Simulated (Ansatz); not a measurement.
Consider the ligand exchange at the Si–O bond: `[SiH3][O][Cd][O][SiH3]` + `OB1N[SiH2]1` → `[SiH3]OB1N[SiH2]1` + `[OH][Cd][O][SiH3]`.

Program: Ansatz. Geometries: PBE0-D4/def2-TZVP. ΔE: electronic, gas phase. CBS: MP2 limit from def2 TZ/QZ plus the TZ coupled-cluster correction, frozen cores. DFT in def2-TZVPP. B3LYP here is the variant with VWN-RPA as its local correlation; programs differ in this. def2 core potentials past Kr. For Cd outer-core shells are correlated without core-valence functions, which leaves a few kJ/mol of doubt a bond. One conformer a species, not always the lowest.

(1) Is it downhill or uphill in electronic energy at CCSD(T)/CBS, and by how much? (An estimate is asked.)

(2) What do these levels give: r2SCAN-D4, B3LYP-D4, ωB97X-V, PBE0, B3LYP, CCSD/CBS(def2)? (Best estimate.)

Largest T1 diagnostic among the species: 0.016.

Results:

(1) The calculation gave: Uphill: ΔE = +0.07 eV.

(2) The calculation gave: r2SCAN-D4 0.08, B3LYP-D4 0.07, ωB97X-V 0.11, PBE0 0.10, B3LYP 0.08, CCSD/CBS(def2) 0.08 eV.

From PBE to PBE0 (25 % exact exchange), in def2-TZVPP and without D4, ΔE moves by +0.04 eV. In def2-TZVPP, CCSD(T) changes the Hartree–Fock value by −0.06 eV (the triples alone add −0.01 eV) and MP2 by −0.06 eV.
